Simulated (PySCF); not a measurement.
**Running PySCF for Ge**

The script input.py:

```python
from pyscf import gto, scf, tdscf

mol = gto.M(
    atom='Ge 0 0 0',
    basis='def2-svp',
    charge=0,
    spin=2,
    verbose=4,
)
mf = scf.UHF(mol)
mf.kernel()
td = tdscf.TDHF(mf)
td.nstates = 4
td.kernel()
td.analyze()
mf.dip_moment()
print('orbital energies (hartree):', [e[max(0, n-3):n+3].round(4) for e, n in zip(mf.mo_energy, mol.nelec)])
```

```bash
$ OMP_NUM_THREADS=1 python input.py
```

It prints (some set-up lines and the per-cycle HOMO/LUMO lines with their warnings removed):

```
PySCF version 2.14.0

[INPUT] verbose = 4
[INPUT] num. atoms = 1
[INPUT] num. electrons = 32
[INPUT] charge = 0
[INPUT] spin (= nelec alpha-beta = 2S) = 2
[INPUT] symmetry False subgroup None
[INPUT] Mole.unit = angstrom
[INPUT] Symbol           X                Y                Z      unit          X                Y                Z       unit  Magmom
[INPUT]  1 Ge     0.000000000000   0.000000000000   0.000000000000 AA    0.000000000000   0.000000000000   0.000000000000 Bohr   0.0

nuclear repulsion = 0
number of shells = 12
number of NR pGTOs = 74
number of NR cGTOs = 32
basis = def2-svp
ecp = {}

******** <class 'pyscf.scf.uhf.UHF'> ********
method = UHF
initial guess = minao
damping factor = 0
level_shift factor = 0
DIIS = <class 'pyscf.scf.diis.CDIIS'>
diis_start_cycle = 1
diis_space = 8
diis_damp = 0
SCF conv_tol = 1e-09
SCF conv_tol_grad = None
SCF max_cycles = 50
direct_scf = True
direct_scf_tol = 1e-13
number electrons alpha = 17  beta = 15
Set gradient conv threshold to 3.16228e-05
init E= -2074.17016275191

cycle= 1 E= -2075.04584546095  delta_E= -0.876  |g|= 0.104  |ddm|= 0.942
cycle= 2 E= -2075.05643981799  delta_E= -0.0106  |g|= 0.0555  |ddm|= 0.223
cycle= 3 E= -2075.05766687923  delta_E= -0.00123  |g|= 0.0172  |ddm|= 0.0551
cycle= 4 E= -2075.05803289828  delta_E= -0.000366  |g|= 0.00345  |ddm|= 0.0487
cycle= 5 E= -2075.05804885964  delta_E= -1.6e-05  |g|= 0.000623  |ddm|= 0.0162
cycle= 6 E= -2075.05804960027  delta_E= -7.41e-07  |g|= 9.44e-05  |ddm|= 0.00469
cycle= 7 E= -2075.05804961702  delta_E= -1.67e-08  |g|= 1.09e-05  |ddm|= 0.000668
cycle= 8 E= -2075.05804961718  delta_E= -1.63e-10  |g|= 1.35e-06  |ddm|= 4.31e-05
Extra cycle  E= -2075.05804961718  delta_E= -2.73e-12  |g|= 4.23e-07  |ddm|= 3.84e-06
converged SCF energy = -2075.05804961718  <S^2> = 2.0090322  2S+1 = 3.0060154

******** <class 'pyscf.tdscf.uhf.TDHF'> for <class 'pyscf.scf.uhf.UHF'> ********
nstates = 4
deg_eia_thresh = 1.000e-03
wfnsym = None
conv_tol = 1e-05
eigh lindep = 1e-12
eigh level_shift = 0
eigh max_cycle = 100

Excitation energies (eV)
[9.03186112e-04 9.03187151e-04 4.22082790e+00 6.64742475e+00]

** Excitation energies and oscillator strengths **
Excited State   1:      0.00090 eV 1372742.52 nm  f=0.0000
      15a ->   25a     -0.25469
      15a ->   26a     -0.61787
      16a ->   18a      5.44271
      16a ->   22a      0.65029
      17a ->   18a      6.24165
      17a ->   22a      0.74574
      15b ->   24b      0.23608
      15b ->   25b      0.60120
Excited State   2:      0.00090 eV 1372740.94 nm  f=0.0000
      15a ->   25a      0.61787
      15a ->   26a     -0.25470
      16a ->   18a      6.24165
      16a ->   22a      0.74574
      17a ->   18a     -5.44271
      17a ->   22a     -0.65029
      15b ->   24b     -0.60120
      15b ->   25b      0.23608
Excited State   3:      4.22083 eV    293.74 nm  f=0.0119
      15a ->   18a      0.41403
      15a ->   22a      0.10513
      16a ->   26a     -0.12923
      17a ->   25a     -0.12923
      15b ->   16b     -0.90530
      15b ->   20b     -0.16355
Excited State   4:      6.64742 eV    186.51 nm  f=0.1228
      16a ->   23a     -0.16608
      17a ->   24a      0.16609
      15b ->   17b     -0.87678
      15b ->   18b      0.39452
      15b ->   22b     -0.10948

** Transition electric dipole moments (AU) **
state          X           Y           Z        Dip. S.      Osc.
  1         0.0000      0.0000     -0.0000      0.0000      0.0000
  2        -0.0000      0.0000     -0.0000      0.0000      0.0000
  3        -0.1339     -0.2356     -0.2052      0.1155      0.0119
  4        -0.7585      0.0674      0.4176      0.7541      0.1228

** Transition velocity dipole moments (imaginary part, AU) **
state          X           Y           Z        Dip. S.      Osc.
  1         0.0000      0.0000     -0.0000      0.0000      0.0000
  2        -0.0000      0.0000     -0.0000      0.0000      0.0000
  3        -0.0337     -0.0592     -0.0516      0.0073      0.0314
  4        -0.2188      0.0194      0.1205      0.0628      0.1714

** Transition magnetic dipole moments (imaginary part, AU) **
state          X           Y           Z
  1        -0.0518      0.0307     -0.0014
  2         0.0195      0.0307     -0.0479
  3         0.0000      0.0000     -0.0000
  4        -0.0000      0.0000     -0.0000
Dipole moment(X, Y, Z, Debye):  0.00000,  0.00000,  0.00000
orbital energies (hartree): [array([-0.6267, -0.2897, -0.2897, -0.0007,  0.2546,  0.4886]), array([-1.6229, -1.6229, -0.475 ,  0.0264,  0.0715,  0.0715])]
```

In short: E(SCF) = -2075.058050 Eh, 8 cycles, ⟨S²⟩ = 2.009, first excitations without spin–orbit coupling 0.00, 0.00, 4.22, 6.65 eV.

Hardware: Arm Neoverse N1, 1 thread, shared host. Wall time 9.4 s, peak memory 0.18 GiB.

No search for the lowest solution was made.
